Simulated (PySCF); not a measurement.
Heteronuclear NMR

Geometry (Å), atoms numbered from 1 in this order:
```xyz
17

C    -1.867   -0.892   -0.496
C    -0.468   -0.497   -0.144
C     0.548   -1.438   -0.056
C     1.848   -1.088    0.280
C     2.139    0.243    0.535
C     1.145    1.202    0.451
C    -0.161    0.849    0.112
N    -1.162    1.809    0.084
H    -2.579   -0.567    0.270
H    -1.952   -1.974   -0.596
H    -2.190   -0.450   -1.446
H     0.307   -2.477   -0.256
H     2.620   -1.845    0.342
H     3.147    0.541    0.800
H     1.376    2.243    0.653
H    -1.946    1.605   -0.514
H    -0.841    2.757   -0.016
```

- structure optimised with PBE0-D3(BJ)/def2-TZVP
- shieldings: GIAO B97-2/pcSseg-2
- program: PySCF
- non-relativistic, equivalent nuclei averaged, gas phase, one conformer

Predict the 15N NMR data.

Results:


```tsv
atoms	environment	σ (ppm)	δ (ppm)
N8	aniline-type nitrogen	191.0	-325.5
```

Shieldings were converted by a linear fit to measured shifts: 15N (scatter 6.4 ppm rms vs CH3NO2, solution or neat liquid). Occasional misses reach two or three times the rms, and more in compound classes unlike the fitted ones.

On a 300 MHz spectrometer 15N resonates near 30.4 MHz, so 1 ppm is 30.4 Hz.
